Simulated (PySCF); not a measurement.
PySCF input for ClGeH₅OSi, SMILES Cl[SiH2][O][GeH3], B3LYP/pcSseg-1. Geometry: PBE0-D3(BJ)/def2-SVP. This is a generated structure with no PubChem entry under its InChIKey; it may be hypothetical. Other conformers were not sampled.

```python
import numpy as np
from pyscf import gto, scf, dft
from pyscf.prop.nmr import rks as nmr

mol = gto.M(
    atom='''
    Si    1.54262582    0.19101499   -0.68236417
    Cl    1.61126825    1.00294037    1.23057535
    O     0.04460453   -0.41296950   -0.95480928
    Ge   -1.50184193   -0.47832957   -0.05664976
    H     2.56126554   -0.88886480   -0.74571477
    H     1.85367284    1.28498532   -1.63907496
    H    -1.94805635    0.96009190    0.24839421
    H    -2.47294829   -1.18452023   -1.01060251
    H    -1.28014965   -1.28558628    1.23158217
    ''',
    basis='pcSseg-1',
    charge=0,
    spin=0,
    max_memory=1600,
    verbose=3,
)
mf = dft.RKS(mol, xc='b3lyp')
mf.grids.level = 3
mf.conv_tol = 1e-10
mf.max_cycle = 100
mf.kernel()
n = nmr.NMR(mf)
n.verbose = 2
n.max_cycle_cphf = 60
sigma = n.kernel()
print('atom   isotropic/ppm   span/ppm')
for i, s in enumerate(sigma):
    w = np.linalg.eigvalsh((s + s.T) / 2)
    print(f'{mol.atom_symbol(i):2s}{i + 1:3d} {w.mean():14.3f} {w[2] - w[0]:11.3f}')
```

Output:

```
converged SCF energy = -2904.86845831996
atom   isotropic/ppm   span/ppm
Si  1        355.416      63.222
Cl  2        890.666     308.414
O   3        298.760     146.847
Ge  4       1390.069     293.627
H   5         25.969       9.843
H   6         25.965       9.815
H   7         26.117      16.241
H   8         26.314      17.113
H   9         26.117      16.264
```

The calculation finished and met its thresholds.

Cost: about 60 core-seconds (a rough figure).
